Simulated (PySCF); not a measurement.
C3H6AlF3.

```xyz
13

Al    -0.0545     0.2535     0.9805
C      0.0106    -0.2846    -0.9674
F     -1.1046     0.0366    -1.6699
F      0.2144    -1.6099    -1.1721
F      1.0440     0.3552    -1.5891
C     -1.0905     1.8526     1.3728
H     -0.5951     2.7355     0.9292
H     -1.2131     2.0488     2.4498
H     -2.0928     1.8030     0.9140
C      1.0008    -0.8457     2.1899
H      0.9292    -0.5381     3.2452
H      2.0665    -0.8089     1.9008
H      0.7041    -1.9069     2.1220
```

Geometry optimised at ωB97X-D3(BJ)/def2-SVP.

Computed with PBE/pcSseg-1 in PySCF. Non-relativistic, no solvent.

Computed absolute GIAO shielding of each atom: isotropic value and principal components (ppm):
```tsv
atom	σ(iso)	σ11	σ22	σ33	span
Al1	263.0	98.5	325.0	365.4	266.9
C2	34.8	28.0	36.3	40.0	11.9
F3	223.0	110.1	235.7	323.3	213.2
F4	223.2	110.4	235.4	323.7	213.3
F5	223.8	105.2	244.9	321.2	216.1
C6	189.2	178.7	192.5	196.4	17.6
H7	31.4	27.5	28.7	38.0	10.6
H8	31.2	27.0	28.7	37.9	11.0
H9	31.1	26.8	28.9	37.8	11.0
C10	189.1	178.5	193.4	195.4	16.9
H11	31.2	26.9	28.7	37.9	11.0
H12	31.3	27.3	28.8	37.9	10.6
H13	31.2	26.9	28.8	37.9	10.9
```
